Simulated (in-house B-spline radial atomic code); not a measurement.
Atomic self-consistent-field run: I⁴⁺. Level of theory: Dirac-Kohn-Sham relativistic LDA, spherical fractional occupations, Fermi nucleus of rms radius 4.75 fm; calculated with a B-spline radial code for spherical atoms.

Command:
```bash
python run_scf.py task.json out
```
Settings (nuclear radius in fm, mass in u):
```
Z                53
configuration    [Kr] 4d10 5s2 5p1
hamiltonian      dirac
method           lda_x_rel,vwn
spin_polarised   False
nucleus          fermi
rms_radius       4.75
atomic_mass      126.90447
speed_of_light   137.035999084
```

Output (hartree, bohr):
```
 radial grid: 70 intervals, B-splines of order 8, outer radius 30.8511 bohr

 iter        energy (Eh)    residual
    1       -7083.638015    6.47e-01
    2       -7091.290687    6.12e-01
    3       -7098.827796    1.08e-01
    4       -7099.106062    2.50e-02
    5       -7099.116255    1.04e-02
    6       -7099.118266    4.20e-03
    7       -7099.118660    2.42e-04
    8       -7099.118662    3.16e-06
    9       -7099.118662    8.13e-08

 total energy                     -7099.11866
 kinetic                            7502.4196
 electron-nucleus                 -17168.3520
 Hartree                            2730.7358
 exchange-correlation               -163.9221

 first-order corrections (not in the total)
   Gaunt                             5.9938
   retardation                      -0.6195
   frequency dependence             -0.0567
   self-energy                       4.0736
   Uehling                          -0.5559
   Wichmann-Kroll                    0.0127
   recoil                            0.0206

 orbital      occ     eigenvalue          <r>       <r^2>       <1/r>     <1/r^3>       <r^4>       r_max    small
 1s1/2      2.000     -1205.7357    0.0273271  0.00101218     56.6127           - 2.68013e-06     0.01761  3.78e-02
 2s1/2      2.000      -187.9158     0.117116   0.0162323     13.2216           - 0.000454514      0.0996  8.10e-03
 2p1/2      2.000      -176.6663    0.0986899    0.011982     13.2136           - 0.000289276     0.07629  8.14e-03
 2p3/2      4.000      -165.7934     0.104351   0.0132662     12.1912     5196.34 0.000346751     0.08108  7.73e-03
 3s1/2      2.000       -39.2692     0.314836    0.113427     4.71442           -   0.0195879      0.2867  2.40e-03
 3p1/2      2.000       -34.5739     0.304728    0.107939     4.63032           -   0.0186126      0.2728  2.35e-03
 3p3/2      4.000       -32.5265     0.316269    0.116043     4.37734     999.791   0.0214117      0.2835  2.23e-03
 3d3/2      4.000       -24.1793       0.2868   0.0974513     4.23663      160.47   0.0173793      0.2299  2.12e-03
 3d5/2      6.000       -23.7465     0.290449   0.0998006      4.1715     148.436   0.0181617      0.2329  2.09e-03
 4s1/2      2.000        -8.2547     0.740476    0.619898      1.9037           -    0.566121      0.6814  6.93e-04
 4p1/2      2.000        -6.6075     0.772145    0.679797     1.79532           -    0.703035      0.6985  6.32e-04
 4p3/2      4.000        -6.2031      0.80039    0.730203     1.71221     197.646    0.811345       0.723  5.96e-04
 4d3/2      4.000        -3.5359     0.906799    0.959914     1.46586     24.3171      1.5511      0.7719  4.56e-04
 4d5/2      6.000        -3.4717     0.917724    0.983037     1.44522     22.2803     1.62683      0.7806  4.47e-04
 5s1/2      2.000        -2.1269      1.78326      3.5535    0.738125           -     18.0952       1.629  1.48e-04
 5p1/2      0.333        -1.6977      1.98288     4.40525    0.657701           -     28.1496       1.795  1.21e-04
 5p3/2      0.667        -1.6372      2.04455     4.68019    0.634929     29.8333     31.6641       1.856  1.16e-04
```

Cost of the run: 1.6 s on 1 thread of Arm Neoverse V2 (shared host).

For the Dirac Hamiltonian the kinetic term is c α·p + (β - 1)c².
